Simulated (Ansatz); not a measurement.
Frontier orbitals of BrK (`[K][Br]`).

Bond lengths: K1–Br2 2.848 Å.

The species carries charge 0 and has multiplicity 1. Correlated methods include outer-core shells of Br, K, which these sets cover unevenly. Scalar relativity is left out up to krypton. Geometry: relaxed with PBE0-D4/def2-TZVP. Basis def2-TZVPP, Ansatz 0.2.0.

Orbital energies of one run (eV). Highest occupied ones, from the top: -4.84, -4.84, -5.09, -16.28, -19.77, -19.86, -19.86, -36.78, -65.38, -65.38, -65.38, -65.38, -65.39, -171.51. Empty: -1.17, 0.62, 0.62, 0.92, 1.35, 2.06.

(1) Which functional gave them?
A. r2SCAN
B. ωB97M-V
C. LC-ωPBE
D. BLYP

Answers

(1) A. HOMO energies: r2SCAN -4.84, BLYP -4.47, LC-ωPBE -8.40, ωB97M-V -7.96 eV.

LC-ωPBE has ω = 0.4 bohr⁻¹.
